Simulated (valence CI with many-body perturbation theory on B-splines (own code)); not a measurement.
# La XLIV: calculated level list

Computed by configuration interaction combined with many-body perturbation theory (CI+MBPT): four valence electrons over a frozen Dirac-Fock core [Ne], a basis of 11 s, 11 p, 10 d, 8 f, 5 g, 2 h functions for each j, with the one-electron correlation potential Σ1 (screened to all orders), the two-electron term Σ2, the three-electron term Σ3, Breit, model QED; selected single and double excitations, second order for the rest, scaled by the run's own slope (own B-spline code, finite nucleus).

The last digits are not significant, and no measured levels were compared; by estimate large intervals hold to a few tenths of a per cent, small ones and those within an open d or f shell to about a per cent. Among the levels kept, up to 550 cm⁻¹ of a level comes from second order outside the variational space, and about a tenth of that is noise between levels of different J, which matters for small intervals.

Levels 91 to 135 of 171, with energies above the lowest level, (3s^2 3p1/2^2) J=0. "Leading %" is the weight of the configuration and term that name the level; weights of strongly mixed levels are sums over their largest components and can fall short. In the jj column 3d3/2^4 stands for four electrons in 3d with j = 3/2.

```tsv
No.	Configuration	Term	J	E (Ry)	Leading %	g	Leading jj
91	3s.3p2.3d	3F	3	45.465	34	1.131	3s 3p3/2^2 3d3/2 (57 %)
92	3s.3p2.3d	3D	1	45.588	55	0.842	3s 3p3/2^2 3d3/2 (78 %)
93	3s.3p2.3d	3F	2	45.838	25	1.081	3s 3p3/2^2 3d3/2 (77 %)
94	3s.3p2.3d	3D	3	46.089	79	1.287	3s 3p3/2^2 3d5/2 (89 %)
95	3p3.3d	3F°	4	46.145	41	1.250	3p1/2^2 3p3/2 3d5/2 (89 %)
96	3s.3p.3d2	5G°	3	46.168	48	0.988	3s 3p1/2 3d3/2^2 (76 %)
97	3s.3p2.3d	3F	4	46.251	58	1.155	3s 3p3/2^2 3d5/2 (89 %)
98	3p3.3d	3D°	2	46.403	33	1.269	3p1/2^2 3p3/2 3d5/2 (80 %)
99	3s2.3d2	1S	0	46.426	54		3s^2 3d5/2^2 (61 %)
100	3s.3p2.3d	1D	2	46.734	58	1.048	3s 3p3/2^2 3d5/2 (80 %)
101	3p3.3d	3D°	3	47.016	16	1.111	3p1/2^2 3p3/2 3d5/2 (61 %)
102	3s.3p2.3d	3P	2	47.023	25	1.217	3s 3p3/2^2 3d5/2 (74 %)
103	3s.3p2.3d	3D	3	47.098	42	1.188	3s 3p3/2^2 3d5/2 (81 %)
104	3s.3p.3d2	5D°	0	47.454	71		3s 3p1/2 3d3/2^2 (74 %)
105	3s.3p2.3d	3P	1	47.654	42	1.153	3s 3p3/2^2 3d5/2 (86 %)
106	3s.3p.3d2	5D°	1	47.686	22	1.189	3p1/2^2 3p3/2 3d5/2 (47 %)
107	3s.3p.3d2	5F°	1	47.693	53	0.369	3s 3p1/2 3d3/2^2 (73 %)
108	3s.3p.3d2	5F°	2	47.769	34	1.110	3s 3p1/2 3d3/2 3d5/2 (62 %)
109	3s.3p.3d2	5G°	3	47.778	21	1.169	3s 3p1/2 3d3/2 3d5/2 (72 %)
110	3s.3p.3d2	5G°	4	47.819	56	1.154	3s 3p1/2 3d3/2 3d5/2 (89 %)
111	3s.3p.3d2	5D°	1	47.986	37	1.512	3s 3p1/2 3d3/2^2 (77 %)
112	3s.3p.3d2	5D°	2	48.317	28	1.334	3s 3p1/2 3d3/2^2 (46 %)
113	3s.3p.3d2	5P°	1	48.393	42	1.827	3s 3p1/2 3d3/2 3d5/2 (65 %)
114	3s.3p2.3d	1D	2	48.434	49	1.090	3s 3p3/2^2 3d5/2 (84 %)
115	3s.3p.3d2	3G°	5	48.839	36	1.189	3s 3p1/2 3d3/2 3d5/2 (82 %)
116	3s.3p.3d2	3G°	3	48.945	39	1.031	3s 3p1/2 3d3/2 3d5/2 (82 %)
117	3s.3p.3d2	3H°	4	48.999	39	0.999	3s 3p1/2 3d3/2 3d5/2 (84 %)
118	3s.3p.3d2	3F°	2	49.069	16	1.066	3s 3p1/2 3d3/2 3d5/2 (70 %)
119	3s.3p.3d2	1S°	0	49.276	29		3s 3p1/2 3d3/2 3d5/2 (56 %)
120	3s.3p.3d2	3D°	1	49.305	38	0.926	3s 3p1/2 3d3/2 3d5/2 (50 %)
121	3s.3p.3d2	5D°	3	49.711	34	1.339	3s 3p1/2 3d3/2 3d5/2 (82 %)
122	3s.3p.3d2	5D°	4	49.768	50	1.334	3s 3p1/2 3d5/2^2 (49 %)
123	3s.3p.3d2	5D°	2	50.099	26	1.482	3s 3p1/2 3d3/2 3d5/2 (86 %)
124	3s.3p.3d2	3F°	4	50.503	39	1.169	3s 3p1/2 3d5/2^2 (46 %)
125	3s.3p.3d2	3F°	2	50.522	17	1.272	3s 3p1/2 3d3/2 3d5/2 (60 %)
126	3s.3p.3d2	3G°	3	50.565	29	1.064	3s 3p1/2 3d3/2 3d5/2 (74 %)
127	3s.3p.3d2	3D°	1	50.794	26	1.068	3s 3p1/2 3d3/2 3d5/2 (66 %)
128	3s.3p.3d2	5G°	5	50.850	28	1.180	3s 3p1/2 3d5/2^2 (76 %)
129	3s.3p.3d2	3D°	2	50.928	22	1.178	3s 3p1/2 3d5/2^2 (79 %)
130	3p4	3P	0	51.029	47		3p3/2^4 (78 %)
131	3p3.3d	3F°	2	51.308	45	0.912	3p1/2 3p3/2^2 3d3/2 (74 %)
132	3s.3p.3d2	3H°	4	51.407	25	1.090	3s 3p1/2 3d5/2^2 (58 %)
133	3p3.3d	5D°	3	51.412	20	1.157	3s 3p1/2 3d5/2^2 (50 %)
134	3p3.3d	3D°	3	51.476	14	1.177	3s 3p1/2 3d5/2^2 (66 %)
135	3s.3p.3d2	3D°	2	51.833	18	1.101	3s 3p1/2 3d5/2^2 (57 %)
```

Where two levels of one J and parity lie close, their mixing, g and order are uncertain.
